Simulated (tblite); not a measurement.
C5H8OS2 (charge +1 and doublet state).
Structure used (GFN2-xTB), in Å, numbered top down from 1:
```xyz
16
C5H8OS2 angstrom
C     -2.5536    0.8273   -0.7244
S     -1.2346    0.7338    0.5248
O     -1.6971   -0.1587    1.5598
C      0.0223   -0.4463   -0.5076
C      1.0138   -0.9972    0.4890
C      2.2761   -0.2412    0.3313
C      2.3308    0.5548   -0.7449
S      0.8885    0.5326   -1.7060
H     -2.1584    1.2385   -1.6469
H     -3.3209    1.4927   -0.3350
H     -2.9926   -0.1536   -0.8792
H     -0.6521   -1.1636   -0.9662
H      1.2029   -2.0628    0.3012
H      0.6266   -0.9538    1.5134
H      3.0869   -0.3567    1.0305
H      3.1538    1.1633   -1.0703
```

All values are computed: GFN2-xTB (tblite) harmonic vibrations without scaling, gas phase. Against measured fundamentals such values can be off by several per cent, at times by over 20. One conformer, not necessarily the lowest. Open shells enter through the occupations alone, without spin polarisation, and single modes of such species can be off by tens of per cent.

Harmonic wavenumbers (cm⁻¹): 36.8, 82.5, 128.4, 153.5, 223.6, 232.6, 308.6, 341.8, 381.9, 478.6, 545.9, 669.5, 697.0, 734.1, 778.6, 803.9, 846.3, 851.5, 886.7, 888.4, 972.1, 990.5, 1049.3, 1066.1, 1081.2, 1138.3, 1170.4, 1211.9, 1274.9, 1297.4, 1377.9, 1401.1, 1427.0, 1546.2, 2897.8, 2945.9, 3013.4, 3045.3, 3052.0, 3075.2, 3120.7, 3151.2.

A = 2662, B = 1123, C = 879.7 MHz; mass 148.002 u (most abundant isotopes); point group C1, symmetry number 1; spin multiplicity 2.

Task: Zero-point energy?

Result: Half the sum of the wavenumbers: 25688 cm⁻¹ = 73.44 kcal/mol.

Task: Give the ideal-gas entropy at 200 K and 1 bar in the rigid-rotor, harmonic-oscillator model (classical rotation).

Result: Translation 38.93, rotation 28.00, vibration 17.12, spin (R ln 2) 1.38: S = 85.4 cal/(mol K).

Task: And Cp and H(200 K) − H(0)?

Result: Cp = 26.33 cal/(mol K), of which vibrations give 18.38 (their classical limit is 42 R = 83.5); H(200 K) − H(0) = 3.44 kcal/mol without the zero-point energy, 1.85 from vibrations.

Task: Which modes carry the vibrational entropy at 200 K?

Result: 36.8 cm⁻¹: 4.63; 82.5 cm⁻¹: 3.05; 128.4 cm⁻¹: 2.21; 153.5 cm⁻¹: 1.89; 223.6 cm⁻¹: 1.24; 232.6 cm⁻¹: 1.18 cal/(mol K); the other 36 give 2.91 together.

Task: How do the functions run with temperature in this model?

Result: 
```tsv
T (K)	S (cal/(mol K))	Cp (cal/(mol K))	H − H(0) (kcal/mol)	G − H(0) (kcal/mol)	ln q(vib)
150	78.5	21.9	2.23	-9.55	2.80
250	91.8	31.0	4.87	-18.08	5.13
298.15	97.7	35.6	6.48	-22.64	6.24
400	109.4	44.5	10.57	-33.19	8.61
600	130.1	57.2	20.84	-57.19	13.20
900	155.6	68.5	39.85	-100.19	19.63
```

q(vib) and H(0) count from the zero-point level.

Task: Blend soft modes into free rotors: weight 1/[1 + (100 cm⁻¹/ν̃)⁴] for the oscillator and the rest for a rotor with moment μB/(μ + B), μ = h/(8π²ν), B = 10⁻⁴⁴ kg m². What vibrational entropy results?

Result: 15.75 cal/(mol K) in place of 17.12, which changes −T·S at 200 K by +0.27 kcal/mol.

Hindered rotation and anharmonicity are outside this model. Other conformers, if any are populated, would add a mixing term that is left out. The structure is chiral; the term R ln 2 for an equal mix with its mirror image is left out.
